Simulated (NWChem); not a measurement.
System: CH3BClI; SMILES ClB(I)C

```xyz
7

B     -0.4412     1.0043     0.0155
Cl     0.8194     2.2126    -0.0981
I      0.1410    -1.0557     0.0888
C     -1.9470     1.3993     0.0099
H     -2.5805     0.6921     0.5631
H     -2.2877     1.3726    -1.0423
H     -2.1115     2.4233     0.3761
```
Atoms are numbered in this order, from 1.

Level: PBE0/def2-SVP with def2 effective core potentials on I (NWChem), optimised geometry, unscaled harmonic frequencies. def2 effective core potentials on I; no spin-orbit coupling.

| frequency (cm⁻¹) | IR intensity (km/mol) |
|---|---|
| 55 | 0.2 |
| 198 | 0.3 |
| 248 | 0.0 |
| 361 | 0.0 |
| 444 | 17.1 |
| 747 | 108.2 |
| 803 | 16.3 |
| 985 | 269.2 |
| 1094 | 101.0 |
| 1320 | 91.6 |
| 1408 | 1.3 |
| 1430 | 10.2 |
| 3047 | 1.9 |
| 3139 | 2.8 |
| 3185 | 1.5 |

```yaml
zero_point_energy: 26.4 kcal/mol
thermal correction to the enthalpy at 298.15 K (with zero-point energy): 30.5 kcal/mol
heat capacity Cv: 16.9 cal/(mol K)
entropy at 298.15 K and 1 atm (symmetry number 1): 80.7 cal/(mol K)
```

Rigid rotor and harmonic oscillator; modes under 100 cm⁻¹ make the entropy uncertain.
